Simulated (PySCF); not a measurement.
C5H9BO2.
Cartesian coordinates in Å at the PBE0-D3(BJ)/def2-SVP level; atoms count from 1:
```
atom  x, y, z in Å
C1    -2.660    0.244    0.725
C2    -1.372   -0.086    0.649
C3    -0.515    0.131   -0.564
C4     0.571    1.185   -0.350
C5     1.640    0.669    0.595
O6     2.116   -0.598    0.194
B7     1.343   -1.416   -0.567
O8     0.080   -1.098   -0.957
H9    -3.240    0.085    1.638
H10   -3.186    0.685   -0.128
H11   -0.875   -0.543    1.514
H12   -1.165    0.448   -1.396
H13    0.128    2.114    0.039
H14    1.028    1.420   -1.326
H15    2.498    1.358    0.627
H16    1.250    0.595    1.626
H17    1.801   -2.474   -0.917
```

Linear response at B3LYP/def2-SVPD (PySCF, frozen core in the response, non-relativistic).

Static isotropic polarisability: 79.06 au (11.72 Å³), principal values 67.0, 73.0, 97.2 au.

Problem. What is the polarisability at 1064 nm and at the sodium D line?

Solution. 79.73 au at 1064 nm (+0.8 %), 81.31 au at 589.3 nm (+2.8 %). The rise at 589.3 nm is 3.37 times that at 1064 nm; a pure ω² law gives 3.26. The lowest singlet lies at 184 nm, shorter than both wavelengths.

Problem. What is the isotropic C6 coefficient between two such molecules, C6 = (3/π)∫α(iω)² dω?

Solution. 2651 au (Eh·bohr⁶) by a ten-point quadrature over imaginary frequencies, which is 1580 eV·Å⁶ or 153 J·nm⁶/mol.

Problem. Which effective excitation energy ω̄ makes London's formula C6 = (3/4)α²ω̄ exact here?

Solution. ω̄ = 4·C6/(3α²) = 0.565 Eh = 15.4 eV. A one-pole form α(ω) = α/(1 − ω²/ω̄²) fitted to the 1064 nm value gives 12.7 eV. London's choice of the ionisation energy (9.74 eV, ΔSCF at the same level) gives C6 = 1680 au, 37 % too low.

Problem. What does −C6/R⁶ come to at R = 10 Å between centres?

Solution. -150 J/mol. This is the leading, orientation-averaged term; C8 and higher terms are left out.

Problem. What three-body coefficient follows from the one-pole estimate C9 = (3/4)·α·C6?

Solution. 157000 au. This is an estimate from the two numbers above, not a computed integral.

Problem. How anisotropic is the static polarisability, by Δα² = ½[(α1 − α2)² + (α2 − α3)² + (α3 − α1)²]?

Solution. Δα = 27.6 au, or 0.35 of the isotropic value.

Problem. What n − 1 at the D line would an ideal gas of it have at 273.15 K and 1 atm (2.6868 × 10¹⁹ cm⁻³), by n − 1 = 2π·N·α′?

Solution. 20.34 × 10⁻⁴, a formal value whether or not that pressure can be reached.

Problem. The lowest 10 singlets have (eV, f): 6.74, 0.099; 6.96, 0.034; 7.09, 0.021; 7.20, 0.011; 7.46, 0.021; 7.56, 0.277; 7.63, 0.033; 7.73, 0.009; 7.75, 0.003; 7.89, 0.031. What share of the static polarisability do they carry in the sum over states α = Σ f/ω²?

Solution. 7.40 au, 9.4 % of α; the largest term, 3.59 au, is that of the state at 7.56 eV. Their oscillator strengths add up to 0.54. Higher states carry the rest.

Problem. What molar refraction at the D line follows from R = (4π/3)·N_A·α′, with α′ the polarisability volume?

Solution. α′ = 12.05 Å³ gives R = 30.39 cm³/mol, for isolated, non-vibrating species.

One conformer stands for the species.
